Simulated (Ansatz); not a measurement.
Stretching the Al1–H2 bond in CH6AlN (SMILES [CH3][AlH][NH2]) (multiplicity 1 held, fragments rigid). Energies count from the point at 1.581 Å.
Geometry at that point (charge 0, multiplicity 1):
```json
[
 {"atom": "Al", "x (Å)": "-0.2745", "y (Å)": "-0.2812", "z (Å)": "-0.3303"},
 {"atom": "H", "x (Å)": "-1.1231", "y (Å)": "-1.1223", "z (Å)": "-1.3657"},
 {"atom": "C", "x (Å)": "0.1400", "y (Å)": "1.6144", "z (Å)": "-0.5556"},
 {"atom": "H", "x (Å)": "0.6936", "y (Å)": "1.7892", "z (Å)": "-1.4830"},
 {"atom": "H", "x (Å)": "0.7370", "y (Å)": "2.0150", "z (Å)": "0.2668"},
 {"atom": "H", "x (Å)": "-0.7739", "y (Å)": "2.2122", "z (Å)": "-0.6237"},
 {"atom": "N", "x (Å)": "0.3128", "y (Å)": "-1.1502", "z (Å)": "1.1003"},
 {"atom": "H", "x (Å)": "0.8635", "y (Å)": "-0.7469", "z (Å)": "1.8423"},
 {"atom": "H", "x (Å)": "0.1416", "y (Å)": "-2.1260", "z (Å)": "1.2883"}
]
```

Signs of static correlation in cc-pV(D+d)Z, with CASSCF(2,2), from Ansatz (a quantum-chemistry and plane-wave program) runs.

```csv
R (Å),T1 of restricted CCSD,⟨S²⟩ of UHF,largest double amplitude of restricted CCSD,weight of the CASSCF reference in MRCISD,CASSCF natural occupations
1.265,0.012,0.000,0.041,0.887,1.99 0.01
1.423,0.012,0.000,0.041,0.887,1.98 0.02
1.581,0.012,0.000,0.041,0.887,1.98 0.02
1.739,0.012,0.000,0.041,0.887,1.97 0.03
1.897,0.013,0.000,0.041,0.887,1.96 0.04
2.134,0.014,0.000,0.076,0.888,1.94 0.06
2.372,0.016,0.053,0.133,0.888,1.90 0.10
2.767,0.023,[?],0.239,0.888,1.81 0.19
3.162,[?],0.852,0.365,0.888,1.66 0.34
3.636,0.055,0.954,0.542,0.888,1.45 0.55
4.269,0.078,0.993,0.775,0.888,1.22 0.78
5.059,0.093,1.002,0.960,0.888,1.08 0.92
```

Problem. What belongs in the gaps?

Solution. 
- 2.767, ⟨S²⟩ of UHF: 0.622
- 3.162, T1 of restricted CCSD: 0.035

Doubts at one or more of the structures used: a restricted determinant that unrestricted orbitals would lower (R-CCSD(T)/cc-pV(D+d)Z); other coupled-cluster roots lie near (R-CCSD(T)/cc-pV(D+d)Z); T1 above 0.05 (R-CCSD(T)/cc-pV(D+d)Z, U-CCSD(T)/cc-pV(D+d)Z); a spin-contaminated determinant (U-CCSD(T)/cc-pV(D+d)Z).
